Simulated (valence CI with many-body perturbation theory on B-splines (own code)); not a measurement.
# Which ion has this spectrum?

A relativistic CI+MBPT calculation for an atom or ion with 23 electrons gives these levels (cm⁻¹):

```
   J  Parity       E     g
 5/2    even       0  1.31
 5/2    even  344543  1.33
 7/2    even  434245  1.16
11/2    even  445085  1.11
 3/2    even  446773  1.17
 9/2    even  484576  1.13
 5/2    even  510277  1.13
 1/2    even  532821  1.81
 7/2    even  546081  1.08
 3/2    even  664423  0.79
 5/2    even  772437  1.29
 7/2    even  835335  1.21
11/2    even  839939  1.09
 9/2    even  855127  1.14
```

The energies are calculated, and their last digits are not significant.

(1) Which is it?
A. Er45+
B. Ta50+
C. Hf49+
D. Yb47+

## Answers

(1) D. Yb47+, ground level (3d3/2^4 3d5/2) J=5/2.
